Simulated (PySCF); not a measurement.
The PySCF input:
```python
from pyscf import gto, scf, dft, tdscf

mol = gto.M(
    atom='''
Si    0.03178846   -0.44809257    0.33333373
O    -1.33350258   -1.28426862    0.12906388
Cl   -0.36281234    1.40504158    1.01803581
Cl    1.04160721   -0.29655377   -1.40331102
H     0.73412239   -1.25189336    1.30556751
H    -2.05065303   -1.04495447   -0.45507216
''',
    basis='6-31g',
    verbose=4,
)

mf = dft.RKS(mol)
mf.xc = 'blyp'
mf.kernel()
td = mf.TDA()
td.nstates = 5
td.kernel()
td.analyze()
```

Task: What does this run give for the nuclear repulsion energy, lowest excitation energy found, HOMO-LUMO gap, HOMO energy, total energy?

Result: 
```yaml
nuclear_repulsion_energy: 282.8743 Eh
lowest_excitation_energy_found: 7.12 eV
HOMO-LUMO gap: 6.97 eV
HOMO energy: -7.70 eV
total_energy: -1286.233947 Ha
```

Task: Roughly what does it cost on one core?

Result: very roughly 17 core-seconds.
